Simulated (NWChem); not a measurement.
# An input for AlI (iodoaluminum)

AlI has 2 atoms, charge 0, and is taken as a singlet. As SMILES, `[Al][I]`. Geometry: the measured bond length.

| atom | x (Å) | y (Å) | z (Å) |
| --- | --- | --- | --- |
| Al | 0.0000 | 0.0000 | 0.0000 |
| I | 0.0000 | 0.0000 | 2.5371 |

Settings wanted:

```
task                      : gradient
method                    : DFT
functional                : r2SCAN
dispersion                : none
basis set                 : def2-TZVPPD
core potential            : def2-TZVPPD
reference                 : RKS
integration grid          : fine
SCF convergence threshold : 1e-08
iteration cap             : 100
symmetry                  : none
module                    : dft
```

Task: Write the NWChem 7.3.0 input and the command.

Result: One that was run (others would do as well):

work.xyz:
```
2
AlI r2SCAN
Al     0.000000     0.000000     0.000000
I      0.000000     0.000000     2.537102
```

work.nw:
```
start work
title "AlI r2SCAN"
memory total 2200 mb
charge 0

geometry units angstrom noautosym nocenter noautoz
 load work.xyz
end

basis spherical bse
 Al library def2-TZVPPD
 I library def2-TZVPPD
end

ecp bse
 I library def2-TZVPPD
end

dft
 xc r2scan
 grid fine
 convergence energy 1e-08
 maxiter 100
 mulliken
 print low
end

task dft gradient
```

```bash
$ nwchem work.nw > work.out
```

Calculated total energy: -540.27142 Eh, largest force 0.126 eV/Å.
